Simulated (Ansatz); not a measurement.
Compare A (`BB[SiH](O)C=N`) with its isomer B (`BB1OCN1[SiH3]`).

Program: Ansatz. Geometries: PBE0-D4/def2-TZVP. ΔE: electronic, gas phase. CBS: MP2 limit from def2 TZ/QZ plus the TZ coupled-cluster correction, frozen cores. DFT in def2-TZVPP. B3LYP here is the variant with VWN-RPA as its local correlation; programs differ in this. One conformer a species, not always the lowest.

**Question.** Which isomer does CCSD(T)/CBS put lower? Give the gap. (Estimate.)

**Answer.** The calculation gave: B, by 142.8 kJ/mol.

**Question.** Give E(B) − E(A) in kJ/mol with B3LYP, PBE0-D4, HF/def2-TZVPP, r2SCAN-D4, B2PLYP, MP2/def2-TZVPP, ωB97M-V. (An estimate is asked.)

**Answer.** The calculation gave: B3LYP -132.8, PBE0-D4 -146.5, HF/def2-TZVPP -156.7, r2SCAN-D4 -133.3, B2PLYP -142.4, MP2/def2-TZVPP -160.2, ωB97M-V -146.8. None reverses the order clearly.

Largest T1 diagnostic: 0.014.

From PBE to PBE0 (25 % exact exchange), in def2-TZVPP and without D4, E(B) − E(A) moves by −18.0 kJ/mol.
